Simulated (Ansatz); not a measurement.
**Ligand exchange: AlH2Br + C3H6S → AlH2(SH) + C3H5Br**

Species: AlH2Br `[AlH2][Br]`, singlet; C3H6S (allyl mercaptan) `C=CCS`, singlet; AlH2(SH), singlet; C3H5Br (allyl bromide) `C=CCBr`, singlet. The partners trade Br for SH: Al–Br and C–SH bonds give way to Al–SH and C–Br.

Shapes, held fixed at every level: PBE0-D4/def2-TZVP. Flexible molecules stand in one conformer, not always the lowest. Programs: Ansatz 0.2.0. The zero-point and thermal change to 298 K, harmonic and unscaled (PBE0-D4/def2-TZVP), is -0.9 kJ/mol.

```
               level                    kind  ΔH(298 K) (kJ/mol)  less CCSD(T)/def2-TZVPP  CPU time (sum over the molecules)
    SPW92/def2-TZVPP                     LDA               +39.2                     -2.1                              7.6 s
r2SCAN-D4/def2-TZVPP                meta-GGA               +41.3                      0.0                               27 s
 B3LYP-D4/def2-TZVPP           global hybrid               +40.9                     -0.4                               23 s
  wB97X-V/def2-TZVPP  range-separated hybrid               +45.2                     +3.9                               41 s
        MP2/def2-SVP     perturbation theory               +52.4                    +11.1                                  –
    CCSD(T)/def2-SVP   coupled cluster or CI               +50.3                     +9.0                               18 s
       CCSD/def2-SVP   coupled cluster or CI               +52.1                    +10.8                                  –
  CCSD(T)/def2-TZVPP   coupled cluster or CI               +41.3                      0.0                            4.6 min
```

The highest level, CCSD(T)/def2-TZVPP, gives ΔH(298 K) = +41.3 kJ/mol; the levels span +39.2 to +52.4. The column of differences is taken from that level and isn't an error. No measured value is set beside it here. Relativity is left out for Br unless named. Correlated rows may include outer-core shells of Br, which these sets cover unevenly. Times are processor times on shared x86 and Arm servers, and rough.
